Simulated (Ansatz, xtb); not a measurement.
Isomers of C3H8BClSi in order of energy

4 gas-phase structures of C3H8BClSi, from a drawn sample of its isomers (lower ones may exist). Each was relaxed with GFN2-xTB; where two conformers were screened, the lower at r2SCAN-D4/def2-SVP//GFN2-xTB is listed:

A. `BC/C=C(/[SiH3])Cl`, a singlet
B. `Cl[C@@H]1CBC[SiH2]1`, a singlet
C. `C=CC[SiH2]BCl`, a singlet
D. `C=CB(Cl)C[SiH3]`, a singlet

Which do you expect lowest at r2SCAN-D4/def2-SVP//GFN2-xTB, and how would the others follow?

Calculated order at r2SCAN-D4/def2-SVP//GFN2-xTB: D (0.000), B (0.961), C (1.221), A (2.406) eV.

Energies above the lowest of each column, in eV; the last columns are at r2SCAN-D4/def2-SVP geometries and were run for some of them only (a dash: not run or not comparable):

```csv
structure,GFN2-xTB,HF/STO-3G,r2SCAN-D4/def2-SVP//GFN2-xTB,r2SCAN-D4/def2-SVP,CCSD(T)/def2-SVP + ΔMP2/def2-TZVPP
D,0.000,0.374,0.000,0.000,0.000
B,0.341,0.000,0.961,0.935,0.965
C,0.477,1.417,1.221,1.181,1.098
A,0.802,2.371,2.406,–,–
```

CCSD(T)/def2-SVP + ΔMP2/def2-TZVPP puts D lowest of those it was run on; HF/STO-3G picks B. Flexible structures stand in one conformer each, not always the lowest. Frequencies (GFN2-xTB) were run for B, C, D alone. The ΔMP2 step shifts differences by up to 0.184 eV, which makes them less sure. ΔMP2 is the change of the MP2 energy from the smaller to the larger basis.

Over these structures GFN2-xTB departs from r2SCAN-D4/def2-SVP//GFN2-xTB by 0.432 eV on average once a common shift is removed. A GFN2-xTB relaxation took about 0.31 s and the r2SCAN-D4/def2-SVP//GFN2-xTB energy about 2.6 s on a shared host (Ansatz 0.2.0, xtb 6.7.1).
